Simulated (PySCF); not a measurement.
## Electron correlation in Cd²⁺ (cadmium, charge +2)

[Kr] 4d9 5p1, one real determinant (an excited configuration). Computed with PySCF 2.14 in def2-QZVPPD with the def2 core potential (28 electrons) (7s5p4d4f2g, 88 functions), with scalar relativity through the core potential. Frozen: nothing; 18 electrons correlated.

```tsv
level	correlation energy (mhartree)
CCSD	-637.17
(T)	-15.60
CCSD(T)	-652.77
```

Diagnostics: T1 = 0.0073, D1 = 0.0387, largest double amplitude 0.026.

The real determinant used has ⟨L²⟩ near 8 against 12 for a pure F term, so it mixes terms.

Cost of the coupled-cluster step: roughly 4 core-minutes, for 18 correlated electrons.

Iterations:

```
CC2 = 0
CCSD nocc = (np.int64(10), np.int64(8)), nmo = (88, 88)
frozen orbitals [[], []]
max_cycle = 100
direct = 0
conv_tol = 1e-08
conv_tol_normt = 1e-06
diis_space = 8
diis_start_cycle = 0
Init t2, MP2 energy = -0.646472882400056
Init E_corr(UCCSD) = -0.646472882401679
cycle = 1  E_corr(UCCSD) = -0.627790954624294  dE = 0.0186819278  norm(t1,t2) = 0.0474185
cycle = 2  E_corr(UCCSD) = -0.636721923592742  dE = -0.00893096897  norm(t1,t2) = 0.0117073
cycle = 3  E_corr(UCCSD) = -0.636614430824837  dE = 0.000107492768  norm(t1,t2) = 0.00589876
cycle = 4  E_corr(UCCSD) = -0.637159457827357  dE = -0.000545027003  norm(t1,t2) = 0.00325133
cycle = 5  E_corr(UCCSD) = -0.63714118417541  dE = 1.82736519e-05  norm(t1,t2) = 0.00224858
cycle = 6  E_corr(UCCSD) = -0.637098766439153  dE = 4.24177363e-05  norm(t1,t2) = 0.00121152
cycle = 7  E_corr(UCCSD) = -0.637187298407467  dE = -8.85319683e-05  norm(t1,t2) = 0.00032537
cycle = 8  E_corr(UCCSD) = -0.63717528436658  dE = 1.20140409e-05  norm(t1,t2) = 7.77891e-05
cycle = 9  E_corr(UCCSD) = -0.63717218041122  dE = 3.10395536e-06  norm(t1,t2) = 1.85611e-05
cycle = 10  E_corr(UCCSD) = -0.637173315614804  dE = -1.13520358e-06  norm(t1,t2) = 6.75794e-06
cycle = 11  E_corr(UCCSD) = -0.637173252984985  dE = 6.26298188e-08  norm(t1,t2) = 2.10289e-06
cycle = 12  E_corr(UCCSD) = -0.637173286998303  dE = -3.40133178e-08  norm(t1,t2) = 4.42182e-07
cycle = 13  E_corr(UCCSD) = -0.637173269164736  dE = 1.78335667e-08  norm(t1,t2) = 1.29958e-07
cycle = 14  E_corr(UCCSD) = -0.63717326770717  dE = 1.45756596e-09  norm(t1,t2) = 4.71386e-08
UCCSD converged
E(UCCSD) = -166.0768342957259  E_corr = -0.6371732677071703
UCCSD(T) correction = -0.0155984488263743
```

The reference is one real determinant that mixes LS terms of this configuration.

The basis has no tight functions for the innermost shells, so their pair energies are far from complete.

This basis was not built for core-valence correlation, so the inner-shell part is incomplete.
